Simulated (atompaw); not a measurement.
**LDA (PW92) PAW (atompaw) dataset for cobalt (Co), scalar-relativistic all-electron reference.**

```json
{"Element": "cobalt", "Generator": "atompaw 4.2.0.5", "Type": "PAW", "Functional": "LDA (PW92)", "Relativity": "scalar-relativistic", "Frozen core": "[Ar]", "Valence charge": "9", "Reference configuration": "3d6 4s0 4p0 (charge +3)", "Partial waves": "4s (bound, empty): rc 1.45 bohr; 4s channel at -1.15 Ry: rc 1.45 bohr; 4p (bound, empty): rc 2.40 bohr; 4p channel at 0.05 Ry: rc 2.40 bohr; 3d (bound): rc 1.80 bohr; 3d channel at -2.4 Ry: rc 1.80 bohr", "Local potential": "troulliermartins scheme with l = 3 at 0 Ry, radius 2.00 bohr", "Core correction": "smooth core density matched at 1.45 bohr", "Augmentation charge": "sinc compensation charge, radius 2.10 bohr; PAW radius 2.40 bohr; waves and projectors: custom polynom2 7 10 vanderbiltortho"}
```

(1) Estimate the cutoffs (Ry, on a coarse ladder) from which the occupation-weighted sum of valence levels, in a spherical-Bessel basis at the reference potential, stays within 10 and 1 mRy of its value at 400 Ry.

(2) Does the potential have ghost states?

(3) Is the overlap operator S = 1 + Σ q|β⟩⟨β| positive definite (Bessel basis up to 400 Ry)?

Answers

(1) 25 Ry and 140 Ry.

(2) Ghost state, extra bound levels that the all-electron valence spectrum of the same l lacks: s at -170.7 eV. A true bound ghost makes a file unfit for plane-wave use.

(3) Yes: its lowest eigenvalue is 0.50 (s channel).
